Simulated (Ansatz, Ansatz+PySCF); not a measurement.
```xyz
2

B     0.0367   -0.1460   -0.9031
F     0.0514    0.1358    0.5440
```

Basis set: def2-SVP (spherical functions). Frozen core: 2 orbitals. Charge 0, multiplicity 1.

Computed with Ansatz (development build ahead of 0.2.0); each method stands on the lowest determinant of its kind that the runs found. Restricted open shells among the atoms or ions are ROHF, correlated in semicanonical orbitals with singles.

Q: Give the atomization energy at this shape (free ground-state atoms in the same class of orbitals less the molecule, no zero-point energy) of singlet BF by RHF-MP2, RHF.

A:

| method | atomization energy |
| --- | --- |
| RHF-MP2 | 7.19 eV |
| RHF | 5.24 eV |

Caution: stretched shape with no unrestricted run beside it, a lower state can exist. Caution for RHF-MP2: bonds are stretched, where a single reference can fail.
